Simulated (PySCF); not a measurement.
C₅H₆O₂. Atoms are numbered in the order given.

```xyz
13

C     -0.3318    -2.6278     0.0000
C      0.6395    -1.4854     0.0000
C      0.2775    -0.1979     0.0000
O     -1.0154     0.2761     0.0000
C     -0.9306     1.6525     0.0000
C      0.3563     2.0092     0.0000
O      1.1393     0.8756     0.0000
H     -0.2009    -3.2745     0.8858
H     -0.2009    -3.2745    -0.8858
H     -1.3712    -2.2687     0.0000
H      1.7135    -1.6811     0.0000
H     -1.8596     2.2130     0.0000
H      0.8624     2.9690     0.0000
```

The structure is a stationary point at B3LYP-D3(BJ)/def2-SVP.

These are PBE/def2-TZVP (PySCF) values and carry that method's errors.

ESP charges are fitted to the potential on shells at 1.4 to 2.0 van der Waals radii. Atomic charges (e):

| atom | ESP fit | IAO |
|---|---|---|
| C1 | (withheld) | -0.42 |
| C2 | (withheld) | -0.29 |
| C3 | 0.45 | 0.33 |
| O4 | -0.03 | -0.27 |
| C5 | -0.38 | -0.03 |
| C6 | 0.06 | -0.03 |
| O7 | -0.27 | -0.27 |
| H8 | (withheld) | 0.15 |
| H9 | (withheld) | 0.15 |
| H10 | (withheld) | 0.15 |
| H11 | (withheld) | 0.16 |
| H12 | 0.25 | 0.19 |
| H13 | 0.16 | 0.19 |

Some entries are withheld; supply them. (The exact figures need the calculation; the answer reports its results.)


- C1, ESP fit: -0.24
- C2, ESP fit: -0.46
- H8, ESP fit: 0.11
- H9, ESP fit: 0.11
- H10, ESP fit: 0.06
- H11, ESP fit: 0.19

Computed Mayer and Wiberg (Löwdin basis) orders of the bonds:
```
bond    Mayer  Wiberg
------  -----  ------
C1–C2    0.99    1.32
C2–C3    1.72    1.92
C3–O4    1.08    1.47
O4–C5    1.06    1.49
C5–C6    1.81    2.01
C3–O7    1.07    1.47
C6–O7    1.06    1.49
C1–H8    0.96    0.90
C1–H9    0.96    0.90
C1–H10   0.97    0.89
C2–H11   0.96    0.82
C5–H12   0.96    0.87
C6–H13   0.95    0.87
```
